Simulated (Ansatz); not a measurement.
Consider the isomerisation: `O[SiH2]C(O)Cl` → `O[SiH](O)CCl`.

Gas-phase electronic energies from Ansatz, PBE0-D4/def2-TZVP geometries. CBS: MP2 limit from def2 TZ/QZ plus the TZ coupled-cluster correction, frozen cores. DFT in def2-TZVPP. B3LYP here is the variant with VWN-RPA as its local correlation; programs differ in this. One conformer a species, not always the lowest.

`O[SiH2]C(O)Cl`:

```xyz
10

O    -0.760   -1.632   -1.181
Si    0.444   -0.935   -0.311
C    -0.211    0.637    0.534
O     0.816    1.297    1.164
Cl   -0.940    1.644   -0.823
H    -1.191   -1.068   -1.828
H     1.602   -0.511   -1.134
H     0.840   -1.926    0.717
H    -1.070    0.456    1.187
H     0.470    2.037    1.675
```

`O[SiH](O)CCl`:

```xyz
10

O    -0.610    0.350   -1.617
Si    0.515   -0.014   -0.481
O     1.512    1.272   -0.335
C    -0.364   -0.390    1.137
Cl   -1.541   -1.704    0.814
H    -1.395   -0.203   -1.633
H     1.358   -1.174   -0.843
H     1.138    2.143   -0.479
H    -0.926    0.462    1.522
H     0.312   -0.743    1.916
```

| level | ΔE (kJ/mol) | difference from CCSD(T)/CBS |
| --- | --- | --- |
| PBE-D4 | -173.7 | 21.9 |
| r2SCAN-D4 | -188.0 | 7.6 |
| PBE0-D4 | -183.9 | 11.7 |
| B3LYP-D4 | -185.6 | 10.0 |
| ωB97X-V | -187.0 | 8.6 |
| ωB97M-V | -191.0 | 4.6 |
| B2PLYP | -192.1 | 3.5 |
| PBE | -174.0 | 21.6 |
| r2SCAN | -188.0 | 7.6 |
| PBE0 | -184.1 | 11.5 |
| B3LYP | -186.0 | 9.6 |
| HF/def2-TZVPP | -200.5 | -4.9 |
| MP2/def2-TZVPP | -200.0 | -4.4 |
| SCS-MP2/def2-TZVPP | -196.6 | -1.0 |
| CCSD/def2-TZVPP | -196.0 | -0.4 |
| CCSD(T)/def2-TZVPP | -193.0 | 2.6 |
| HF/def2-QZVPP | -201.7 | -6.1 |
| MP2/def2-QZVPP | -202.0 | -6.4 |
| SCS-MP2/def2-QZVPP | -198.8 | -3.2 |
| HF/CBS(def2) | -201.9 | -6.3 |
| MP2/CBS(def2) | -202.7 | -7.1 |
| CCSD/CBS(def2) | -198.7 | -3.1 |
| CCSD(T)/CBS | -195.6 | 0 |

Largest T1 diagnostic among the species: 0.011.

From PBE to PBE0 (25 % exact exchange), in def2-TZVPP and without D4, ΔE moves by −10.1 kJ/mol.

CCSD(T)/CBS has its own doubt, a few kJ/mol and more with outer-core shells, so smaller differences from it don't rank the levels.
